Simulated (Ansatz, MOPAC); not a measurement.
Molecule: GaI₂, charge 1, multiplicity 1. SMILES of the parent species: [I][Ga][I]

Atoms: Ga1, I2, I3. Bonds: Ga1-I2, Ga1-I3.

Bond lengths (Å) and angles (degrees) optimised at AM1 with MOPAC; MNDO with MOPAC; PBE/LANL2DZ with Ansatz (an electronic-structure program), each started from the B3LYP-D3(BJ)/def2-TZVP structure (Ansatz) of the last column. A row stands for all coordinates that are equal there. No wavenumbers were computed at MNDO, PBE/LANL2DZ, so these may be saddle points.

| coordinate | AM1 | MNDO | PBE/LANL2DZ | B3LYP-D3(BJ)/def2-TZVP |
|---|---|---|---|---|
| Ga1-I2 | 2.190 | 2.389 | 2.452 | 2.387 |
| I2-Ga1-I3 | 180.0 | 180.0 | 180.0 | 180.0 |

Mean signed difference of all 2 bond lengths from B3LYP-D3(BJ)/def2-TZVP: AM1 -0.197 Å, MNDO 0.002 Å, PBE/LANL2DZ 0.065 Å.
